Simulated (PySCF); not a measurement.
Polarisability and C₆ of W⁺ (tungsten, charge +1)

[Xe] 4f14 5d4 6s1, high-spin 6D determinant. All numbers are calculated (PySCF 2.14, scalar relativity through the core potential, in aug-cc-pVQZ-PP with ECP60MDF). Coupled (time-dependent) response in atomic units; α is the mean over directions.

```json
{"method": "PBE0", "mean α (bohr³)": "36.38", "α xx, yy, zz": "35.77, 35.77, 37.60", "C₆ (like pair)": "311.9", "S(−4)": "556.5"}
```

S(−4) is the Cauchy moment in α(ω) = α(0) + S(−4) ω² + …

Spin-orbit coupling is absent.

α(iu) at PBE0:

```json
{"u (hartree)": "0", "α(iu) (bohr³)": "36.38"}
{"u (hartree)": "0.0500", "α(iu) (bohr³)": "35.06"}
{"u (hartree)": "0.100", "α(iu) (bohr³)": "31.72"}
{"u (hartree)": "0.200", "α(iu) (bohr³)": "23.76"}
{"u (hartree)": "0.300", "α(iu) (bohr³)": "17.74"}
{"u (hartree)": "0.500", "α(iu) (bohr³)": "11.11"}
{"u (hartree)": "0.750", "α(iu) (bohr³)": "7.287"}
{"u (hartree)": "1.00", "α(iu) (bohr³)": "5.266"}
{"u (hartree)": "1.50", "α(iu) (bohr³)": "3.193"}
{"u (hartree)": "2.00", "α(iu) (bohr³)": "2.156"}
{"u (hartree)": "3.00", "α(iu) (bohr³)": "1.165"}
{"u (hartree)": "5.00", "α(iu) (bohr³)": "0.4870"}
```

A single London oscillator, α(iu) = α/(1 + u²/ω²), gives C₆ = (3/4) ω α². Matching the computed C₆ needs ω = 4 × 311.9 / (3 × 36.38²) = 0.314 hartree.

For an ion, C₆ is the dispersion term alone; charge-induced terms of lower order in 1/R come first.

The components differ because the open shell of this determinant is not spherical; for a pure term their mean is the scalar polarisability.

Energies and moments cover only the electrons outside the core potential. Spin-orbit coupling, absent here, splits the open shell strongly.
